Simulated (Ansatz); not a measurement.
**Question.** Name a neutral molecule of C, Si and H with size of the dipole moment (B3LYP/def2-TZVPP) between 0.75 and 1.05 D and LUMO energy (B3LYP/def2-TZVPP) between -0.70 and -0.40 eV (Ansatz, PBE0-D4/def2-TZVP geometry).

**Answer.** `C=C(C)[SiH3]` (0.78 D, -0.44 eV); `C=C([SiH3])CC` (0.86 D, -0.47 eV); `CC1=C[SiH2][SiH2]1` (1.03 D, -0.66 eV); `C=C([SiH3])C[SiH3]` (0.78 D, -0.65 eV); `C=C(C)[SiH2][SiH3]` (0.83 D, -0.59 eV). Other molecules can fit too; these were computed, each in one conformer that needn't be the lowest.

B3LYP here is the variant with VWN-RPA as its local correlation; programs differ in this.
